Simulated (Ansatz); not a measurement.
System: BeCl, charge 0, doublet. BeCl (SMILES [Be][Cl], doublet).
B3LYP-D3(BJ)/def2-TZVP minimum from Ansatz (a quantum-chemistry and plane-wave program):
```xyz
2

Be     0.0000     0.0000    -1.4703
Cl     0.0000     0.0000     0.3460
```
Charge 0, spin multiplicity 2.

Total energies in def2-TZVPP, 9 correlated electrons, 6 frozen orbitals. UHF or UKS for unpaired electrons; spin-orbit terms are left out. Correlated methods leave the cores frozen. No relativity. The spin of BeCl ([Be][Cl], doublet) was assumed, and the state is the lowest solution found for it.

```json
[
 {"method": "HF", "program": "Ansatz", "energy (Eh)": "-474.17992", "minus CCSDT(Q) (mEh)": "236.18"},
 {"method": "MP2", "program": "Ansatz", "energy (Eh)": "-474.38733", "minus CCSDT(Q) (mEh)": "28.76"},
 {"method": "CCSD", "program": "Ansatz", "energy (Eh)": "-474.40571", "minus CCSDT(Q) (mEh)": "10.38"},
 {"method": "CCSD(T)", "program": "Ansatz", "energy (Eh)": "-474.41503", "minus CCSDT(Q) (mEh)": "1.07"},
 {"method": "CCSDT(Q)", "program": "Ansatz", "energy (Eh)": "-474.41609", "minus CCSDT(Q) (mEh)": "0.00"}
]
```

Rough core times of Ansatz's runs on a shared machine: CCSD(T) under 20 s, CCSDT(Q) 80 s.
